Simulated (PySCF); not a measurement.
Cost of one run: geometry optimisation, Nb(OH)4 (`[OH][Nb]([OH])([OH])[OH]`) [radical].

Method: PBE0-D3(BJ)/def2-SVP geometry optimisation, gas phase, def2 core potentials past Kr (PySCF 2.14.0). Work: geometry optimisation from a GFN2-xTB start, density fitting, unrestricted. A driver script takes a list of jobs; this job's settings line and coordinates (Å) are shown.

Input:
```
{"job": {"xc": "PBE0", "basis": "def2-SVP", "d3": "d3bj", "grid": 1, "maxiter": 40, "kind": "geom"}, "charge": 0, "multiplicity": 2}
Nb     0.000370     0.003140    -0.002900
O     -1.241940     0.201180     1.319820
H     -1.758230    -0.156010     2.047320
O      1.448210    -0.142810    -1.099340
H      2.138630     0.225040    -1.657660
O     -0.182050     1.759370    -0.447640
H     -0.620310     2.612920    -0.396300
O     -0.028670    -1.803540     0.226800
H      0.243980    -2.699290     0.009910
```

Hardware: an x86-64 server with one thread (shared host).

The basis has 107 functions.

Problem. How long does the run take?

Solution. About 4.3 min. The run took 37 energy-and-gradient evaluations and 322 SCF cycles, 7.0 s an evaluation on average.

The output:
```
step   0  E = -359.84933517  max force = 0.065309
step   1  E = -359.86441136  max force = 0.016272
step   2  E = -359.86684670  max force = 0.003458
step   3  E = -359.86409980  max force = 0.019116
step   4  E = -359.86652273  max force = 0.007245
step   5  E = -359.86759695  max force = 0.004066
step   6  E = -359.86898444  max force = 0.004251
step   7  E = -359.87089652  max force = 0.003003
step   8  E = -359.87351823  max force = 0.004168
step   9  E = -359.87655663  max force = 0.008861
... (17 lines left out)
step  27  E = -359.88968502  max force = 0.005083
step  28  E = -359.88988745  max force = 0.005065
step  29  E = -359.89029881  max force = 0.003195
step  30  E = -359.89041562  max force = 0.001735
step  31  E = -359.89048892  max force = 0.000759
step  32  E = -359.89053471  max force = 0.000753
step  33  E = -359.89053794  max force = 0.000724
step  34  E = -359.89056262  max force = 0.000495
step  35  E = -359.89058153  max force = 0.000313
step  36  E = -359.89059036  max force = 0.000375
optimisation converged
```

Energies in Eh; «max force» is the largest Cartesian gradient component in Eh/bohr.

Other jobs ran on the host; a repeat could differ by tens of per cent or more.

The run converged: final energy -359.89059 Eh after 36 steps; dipole 0.09 D.
